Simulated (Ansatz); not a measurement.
Two shapes of singlet Na₄Cl₄.

Shape 1:

```xyz
8

Na   -1.2112   -1.2202   -1.2068
Cl   -1.4019   -1.3942    1.4008
Cl   -1.4061    1.4064   -1.4129
Na   -1.2132    1.2197    1.2165
Cl    1.4064   -1.4114   -1.3981
Na    1.2117   -1.2123    1.2014
Na    1.2108    1.2213   -1.2122
Cl    1.4063    1.3966    1.3970
```

Shape 2:

```xyz
8

Na   -1.2485   -1.1828   -1.1938
Cl   -1.4177   -1.4514    1.4073
Cl   -1.3969    1.3877   -1.3567
Na   -1.1709    1.2182    1.2399
Cl    1.3716   -1.3818   -1.4352
Na    1.2565   -1.1949    1.2252
Na    1.2285    1.1964   -1.2559
Cl    1.4303    1.3658    1.4226
```

Basis set: STO-3G (spherical functions). Correlated methods keep 24 orbitals frozen. Charge 0, multiplicity 1.

Computed with Ansatz (development build ahead of 0.2.0); each method stands on the lowest determinant of its kind that the runs found.

**Question.** Which shape is lower in energy, and by how much in each method?

**Answer.**

```json
{"method": "RHF", "E(2) − E(1) (eV)": "0.049"}
{"method": "RHF-MP2", "E(2) − E(1) (eV)": "0.052"}
```

Shape 1 is lower.
